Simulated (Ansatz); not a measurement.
The multiplicity is imposed and other spin states were not computed.

Calculation: Ansatz (an electronic-structure program) with PBE-D3(BJ)/def2-SVP. No frequencies were computed at this level.

Ansatz 0.2 input:
```yaml
crystal:
  periodic: [false, false, false]
  atoms:
    - { symbol: Cd, position_ang: [0.714537, -0.271903, 0.190656] }
    - { symbol: N, position_ang: [-0.676376, -1.667794, -0.474372] }
    - { symbol: H, position_ang: [-1.020284, -2.262347, 0.281744] }
    - { symbol: H, position_ang: [-0.313093, -2.324213, -1.166011] }
    - { symbol: C, position_ang: [0.805805, 1.885589, 0.489325] }
    - { symbol: H, position_ang: [0.122036, 2.314204, -0.245072] }
    - { symbol: H, position_ang: [1.793069, 2.316896, 0.351964] }
    - { symbol: H, position_ang: [0.450292, 2.131495, 1.489857] }
basis:
  gaussian: { orbitals: def2-svp }
hamiltonian:
  xc: pbe
  dispersion: d3bj
relax:
  max_steps: 150
```

Output:

```
Functional definition: PBE
928 factors; their error is unknown
mean field evaluation 1: about -7147.2199 eV, gradient 8.9e1 eV
mean field evaluation 2: about -7060.2408 eV, gradient 1.7e2 eV
mean field evaluation 4: about -7163.8218 eV, gradient 3.3e1 eV
mean field evaluation 8: about -7166.5235 eV, gradient 5.8e-2 eV
mean field evaluation 16: about -7166.4957 eV, gradient 1.1e-4 eV
mean field -7166.49565805 eV, -263.3638578081 hartree, gradient 6.3e-5 eV, S^2 0.000000; 0 other end points of the search recorded, 0 dependent functions left out
reference -7166.49570142 eV, -263.3638594020 hartree; 19, 19 occupied and 65, 65 virtual orbitals, 928 factors
relax step   1: F+E_penalty+E_count = -7166.61600529 eV  Δ(F+E_penalty+E_count) = +0.000e0 eV  max|allowed force component| = 8.676e-1 eV/Å  Δτ_max = 0.0000 Å  (28 SCF iters, accepted)
these checks for a lower state are left out or cut short: starts, cluster_reference, orbital_swaps, neighbouring_geometries, increment
928 factors; their error is unknown
mean field -7166.68223675 eV, -263.3707144489 hartree, gradient 2.4e-5 eV, S^2 0.000000; 0 other end points of the search recorded, 0 dependent functions left out
reference -7166.68227974 eV, -263.3707160287 hartree; 19, 19 occupied and 65, 65 virtual orbitals, 928 factors
relax step   2: F+E_penalty+E_count = -7166.80228897 eV  Δ(F+E_penalty+E_count) = -1.863e-1 eV  max|allowed force component| = 5.258e-1 eV/Å  Δτ_max = 0.1946 Å  (29 SCF iters, accepted)
these checks for a lower state are left out or cut short: starts, cluster_reference, orbital_swaps, neighbouring_geometries, increment
928 factors; their error is unknown
mean field evaluation 32: about -7166.7956 eV, gradient 2.0e-5 eV
mean field -7166.79555554 eV, -263.3748788376 hartree, gradient 2.0e-5 eV, S^2 0.000000; 0 other end points of the search recorded, 0 dependent functions left out
reference -7166.79559812 eV, -263.3748804024 hartree; 19, 19 occupied and 65, 65 virtual orbitals, 928 factors
relax step   3: F+E_penalty+E_count = -7166.91536579 eV  Δ(F+E_penalty+E_count) = -1.131e-1 eV  max|allowed force component| = 2.867e-1 eV/Å  Δτ_max = 0.1958 Å  (28 SCF iters, accepted)
these checks for a lower state are left out or cut short: starts, cluster_reference, orbital_swaps, neighbouring_geometries, increment
928 factors; their error is unknown
mean field -7166.86777537 eV, -263.3775328674 hartree, gradient 1.9e-5 eV, S^2 0.000000; 0 other end points of the search recorded, 0 dependent functions left out
reference -7166.86781780 eV, -263.3775344267 hartree; 19, 19 occupied and 65, 65 virtual orbitals, 928 factors
relax step   4: F+E_penalty+E_count = -7166.98742830 eV  Δ(F+E_penalty+E_count) = -7.206e-2 eV  max|allowed force component| = 2.155e-1 eV/Å  Δτ_max = 0.2000 Å  (28 SCF iters, accepted)
these checks for a lower state are left out or cut short: starts, cluster_reference, orbital_swaps, neighbouring_geometries, increment
928 factors; their error is unknown
mean field -7166.87157590 eV, -263.3776725341 hartree, gradient 1.4e-5 eV, S^2 0.000000; 0 other end points of the search recorded, 0 dependent functions left out
reference -7166.87161840 eV, -263.3776740963 hartree; 19, 19 occupied and 65, 65 virtual orbitals, 928 factors
relax step   5: F+E_penalty+E_count = -7166.99197493 eV  Δ(F+E_penalty+E_count) = -4.547e-3 eV  max|allowed force component| = 3.693e-1 eV/Å  Δτ_max = 0.1229 Å  (28 SCF iters, accepted)
these checks for a lower state are left out or cut short: starts, cluster_reference, orbital_swaps, neighbouring_geometries, increment
928 factors; their error is unknown
mean field -7166.88051265 eV, -263.3780009539 hartree, gradient 1.2e-5 eV, S^2 0.000000; 0 other end points of the search recorded, 0 dependent functions left out
reference -7166.88055521 eV, -263.3780025177 hartree; 19, 19 occupied and 65, 65 virtual orbitals, 928 factors
relax step   6: F+E_penalty+E_count = -7167.00034195 eV  Δ(F+E_penalty+E_count) = -8.367e-3 eV  max|allowed force component| = 5.242e-2 eV/Å  Δτ_max = 0.0393 Å  (29 SCF iters, accepted)
these checks for a lower state are left out or cut short: starts, cluster_reference, orbital_swaps, neighbouring_geometries, increment
928 factors; their error is unknown
mean field -7166.88069442 eV, -263.3780076336 hartree, gradient 1.1e-5 eV, S^2 0.000000; 0 other end points of the search recorded, 0 dependent functions left out
reference -7166.88073700 eV, -263.3780091983 hartree; 19, 19 occupied and 65, 65 virtual orbitals, 928 factors
relax step   7: F+E_penalty+E_count = -7167.00055793 eV  Δ(F+E_penalty+E_count) = -2.160e-4 eV  max|allowed force component| = 1.361e-2 eV/Å  Δτ_max = 0.0100 Å  (30 SCF iters, accepted)
these checks for a lower state are left out or cut short: starts, cluster_reference, orbital_swaps, neighbouring_geometries, increment
928 factors; their error is unknown
mean field evaluation 64: about -7166.8807 eV, gradient 3.3e-5 eV
mean field -7166.88071065 eV, -263.3780082301 hartree, gradient 1.1e-5 eV, S^2 0.000000; 0 other end points of the search recorded, 0 dependent functions left out
reference -7166.88075322 eV, -263.3780097948 hartree; 19, 19 occupied and 65, 65 virtual orbitals, 928 factors
relax step   8: F+E_penalty+E_count = -7167.00057179 eV  Δ(F+E_penalty+E_count) = -1.386e-5 eV  max|allowed force component| = 1.635e-2 eV/Å  Δτ_max = 0.0059 Å  (30 SCF iters, accepted)
these checks for a lower state are left out or cut short: starts, cluster_reference, orbital_swaps, neighbouring_geometries, increment
928 factors; their error is unknown
mean field -7166.88073730 eV, -263.3780092094 hartree, gradient 1.3e-5 eV, S^2 0.000000; 0 other end points of the search recorded, 0 dependent functions left out
reference -7166.88077988 eV, -263.3780107743 hartree; 19, 19 occupied and 65, 65 virtual orbitals, 928 factors
relax step   9: F+E_penalty+E_count = -7167.00059899 eV  Δ(F+E_penalty+E_count) = -2.720e-5 eV  max|allowed force component| = 2.350e-3 eV/Å  Δτ_max = 0.0045 Å  (22 SCF iters, accepted)
928 factors; their error is unknown
mean field -7166.88073730 eV, -263.3780092094 hartree, gradient 1.7e-5 eV, S^2 0.000000; 1 other end points of the search recorded, 0 dependent functions left out
reference -7166.88077988 eV, -263.3780107743 hartree; 19, 19 occupied and 65, 65 virtual orbitals, 928 factors
Total energy: -7167.00064157 eV, -263.3824156102 hartree
Atom 0 at     0.101994    -0.023656     0.028833 Å, force    -0.000672    -0.002350    -0.000419 eV/Å
Atom 1 at    -0.699493    -1.819491    -0.485178 Å, force     0.000224    -0.001644     0.000298 eV/Å
Atom 2 at    -0.877652    -2.428903     0.325587 Å, force    -0.000131     0.001304    -0.001105 eV/Å
Atom 3 at    -0.092198    -2.368254    -1.110072 Å, force    -0.000191     0.000697     0.000772 eV/Å
Atom 4 at     0.768409     1.924795     0.475745 Å, force     0.000309     0.000974     0.000261 eV/Å
Atom 5 at     0.265082     2.669579    -0.171615 Å, force    -0.000414     0.000339    -0.000247 eV/Å
Atom 6 at     1.862697     1.998565     0.321221 Å, force     0.000752     0.000551    -0.000254 eV/Å
Atom 7 at     0.547148     2.169292     1.533572 Å, force     0.000123     0.000130     0.000694 eV/Å
Dipole moment:     0.196336    -0.042551     0.105509 e Å
```

Cost: about 25 core-seconds (a rough figure).
